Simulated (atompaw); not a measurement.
What one change does to a pseudopotential (Si, PAW (atompaw))

* Element: Si (Z = 14)
* Generator: atompaw 4.2.0.5
* Type: PAW
* Functional: PBE
* Relativity: scalar-relativistic
* Frozen core: [Ne]
* Valence charge: 4
* Reference configuration: 3s2 3p1.75 (charge +0.25)
* Partial waves: 3s (bound): rc 2.45 bohr; 3s channel at 0.05 Ry: rc 2.45 bohr; 3p (bound): rc 2.45 bohr; 3p channel at -0.1 Ry: rc 2.45 bohr
* Local potential: ultrasoft scheme with l = 2 at 0 Ry, radius 1.90 bohr
* Core correction: smooth core density matched at 2.35 bohr
* Augmentation charge: besselshape compensation charge, radius 2.40 bohr; PAW radius 2.45 bohr; waves and projectors: custom rrkj gramschmidtortho

Change: all radii scaled by about 1.18 (s 2.88, p 2.88 bohr); local potential ultrasoft scheme with l = 2 at 0 Ry, radius 2.24 bohr; augmentation besselshape compensation charge, radius 2.82 bohr; PAW radius 2.88 bohr; waves and projectors: custom rrkj gramschmidtortho; core correction smooth core density matched at 2.76 bohr.

Cutoffs: the cutoffs (Ry, on a coarse ladder) from which the occupation-weighted sum of valence levels, in a spherical-Bessel basis at the reference potential, stays within 10 and 1 mRy of its value at 400 Ry; they do not see the model core or the augmentation charge, which bear on the density cutoff.

Problem. What does the change do?

Solution. Both files are very soft, the changed one slightly softer (loose and tight cutoff 8 and 12 Ry → 6 and 10 Ry on this coarse ladder); neither file shows a bound ghost.

| quantity | base | changed |
| --- | --- | --- |
| cutoff, loose | 8 Ry | 6 Ry |
| cutoff, tight | 12 Ry | 10 Ry |
| bound ghosts | none | none |
| lowest overlap eigenvalue by channel | s 0.40, p 0.87 | s 0.29, p 0.95 |

 The cutoffs see the waves, projectors and local potential, not the compensation charge or the core.
